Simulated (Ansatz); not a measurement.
Coupled-cluster diagnostics for Si4Ni⁺, Ansatz.

Geometry of the doublet (PBE-D4/def2-SVP):

Cartesian coordinates in Å:
```
Ni 0.0295 1.1170 -0.3230
Si 0.8311 -0.4247 -1.6516
Si -0.5464 -0.8401 1.2553
Si 1.0716 0.7298 1.5585
Si -1.3858 -0.5820 -0.8394
```

Correlated methods freeze 25 core orbitals; core or outer-core shells of Ni are correlated, in sets that lack core-valence functions. Another isomer (doublet) lies 1.03 eV lower at PBE0-D4/def2-TZVP; other spin states weren't run for this one.

(1) Estimate the CCSD(T) correlation energy, the shares of MP2 and (T), T1 and the reference's ⟨S²⟩ for: charge 1, doublet, own geometry in def2-SVP; and the rough time on 4 threads of Arm Neoverse V1 on a shared host.

Answers

(1) 
| state | basis | correlation (eV) | MP2 share (%) | (T) share (%) | T1 | ⟨S²⟩ (pure) | wall time | remarks |
| --- | --- | --- | --- | --- | --- | --- | --- | --- |
| charge 1, doublet, own geometry | def2-SVP | -22.680 | 89.1 | 8.3 | 0.104 | 2.55 (0.75) | 42 s | large T1, spin-contaminated |
Customary marks for T1 are 0.02 (closed shells), 0.045 (open shells) and about 0.05 (3d metals). T1 exceeds 0.02 in 1 of 1 rows and 0.045 in 1; the higher it lies, the less the single-reference result can be trusted.
